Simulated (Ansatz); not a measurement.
Isolated molecules relaxed with PBE0-D4/def2-TZVP in Ansatz; ΔE leaves out vibrations. CCSD(T)/CBS adds triple-zeta CCSD(T) − MP2 to the extrapolated MP2 energy (def2 sets, frozen cores). This one scheme is used for every species. DFT in def2-TZVPP. B3LYP here is the variant with VWN-RPA as its local correlation; programs differ in this. One conformer a species, not always the lowest.

Consider the silylene formation by 1,1-elimination: `O[SiH2]O[SiH](F)F` → `F[Si]F` + `O[SiH2]O`.

| level | ΔE (kJ/mol) | difference from CCSD(T)/CBS |
| --- | --- | --- |
| PBE-D4 | 255.6 | -28.0 |
| r2SCAN-D4 | 295.5 | 11.9 |
| PBE0-D4 | 280.6 | -3.0 |
| B3LYP-D4 | 273.2 | -10.4 |
| ωB97M-V | 267.2 | -16.4 |
| PBE | 246.7 | -36.9 |
| r2SCAN | 293.0 | 9.4 |
| PBE0 | 272.7 | -10.9 |
| B3LYP | 259.0 | -24.6 |
| CCSD/def2-TZVPP | 282.7 | -0.9 |
| CCSD(T)/def2-TZVPP | 279.7 | -3.9 |
| HF/def2-QZVPP | 305.3 | 21.7 |
| MP2/def2-QZVPP | 296.0 | 12.4 |
| HF/CBS(def2) | 305.6 | 22.0 |
| MP2/CBS(def2) | 297.0 | 13.4 |
| CCSD/CBS(def2) | 286.6 | 3.0 |
| CCSD(T)/CBS | 283.6 | 0 |

Largest T1 diagnostic among the species: 0.015.

The D4 term adds +14.2 kJ/mol with B3LYP and +7.9 kJ/mol with PBE0; it sums over pairs of atoms, weighted by their polarisabilities, and B3LYP, whose exchange is more repulsive, gets the larger term. From PBE to PBE0 (25 % exact exchange), in def2-TZVPP and without D4, ΔE moves by +26.0 kJ/mol.
